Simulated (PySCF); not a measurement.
## Static response to an electric field

Species: C2H9NO2Si2.
Numbering: `[CH2:1]=[CH:2][SiH2:3][O:4][Si@H:5]([NH2:6])[OH:7]` (hydrogens: H8, H9 on C1; H10 on C2; H11, H12 on Si3; H13 on Si5; H14, H15 on N6; H16 on O7)

Geometry (GFN2-xTB, Å), atoms numbered from 1 in this order:
```
atom  x, y, z in Å
C1    -1.582   -1.145    0.781
C2    -1.623    0.041    1.368
Si3   -0.508    1.500    0.941
O4     0.604    1.093   -0.155
Si5    1.537    0.242   -1.171
N6     0.446   -0.629   -2.188
O7     2.516   -0.809   -0.422
H8    -2.239   -1.960    1.052
H9    -0.881   -1.348   -0.014
H10   -2.352    0.199    2.156
H11    0.227    1.939    2.130
H12   -1.289    2.581    0.329
H13    2.468    1.194   -1.747
H14   -0.333   -0.123   -2.576
H15    0.840   -1.235   -2.889
H16    2.160   -1.531    0.090
```

Level: B3LYP/def2-SVPD (PySCF), static field, nuclei fixed, core orbitals frozen in the response. The polarisability tensor in these axes (au):

```
x   85.48  4.29 -6.74
y    4.29 94.60  5.89
z   -6.74  5.89 84.32
```

Q: Diagonalise the tensor; give its mean and Δα, where Δα² is half the sum of the squared differences of the eigenvalues.

A: Principal values 75.39, 91.57 and 97.44 au; mean 88.13 au = 13.06 Å³ = 14.53 × 10⁻⁴⁰ C²·m²/J; Δα = 19.77 au (22 % of the mean).

Q: What is the dipole moment, and where does it point?

A: (-1.54, -1.22, -0.78) D, 2.11 D in size, pointing from the negative to the positive side. Measured along this direction, the outermost atoms are H11 at the negative end and H8 at the positive end.

Q: What depolarisation ratio follows for Rayleigh scattering of linearly polarised light, taking the static tensor?

A: ρ = 3Δα²/(45ᾱ² + 4Δα²) = 1172.9/(349537 + 1563.8) = 0.00334.

Q: What are the principal values of the traceless quadrupole moment, Θ = ½Σq(3rr − r²1), about the centre of nuclear charge?

A: -8.30, 1.39, 6.91 D·Å. The values depend on the origin, since the dipole doesn't vanish. The electronic extent ⟨r²⟩ about the same centre is 1286 bohr², a root-mean-square distance of 2.24 Å for the 72 electrons.

Q: Estimate the molar refractivity from the static electronic polarisability.

A: Lorentz–Lorenz: R = (4π/3)N_A α = 2.5225 cm³/(mol·Å³) × 13.06 Å³ = 32.9 cm³/mol, in the limit of long wavelengths.

Q: Find the Langevin capture rate constant for NH4+ (18.034 u) meeting this molecule (135.017 u), k = 2.342 × 10⁻⁹ cm³/s × √(α in Å³ / reduced mass in u).

A: The reduced mass is 15.91 u, so k = 2.12 × 10⁻⁹ cm³/s. The formula leaves out the permanent dipole, which adds to the capture rate.

Isolated species at its GFN2-xTB geometry (one conformer only).
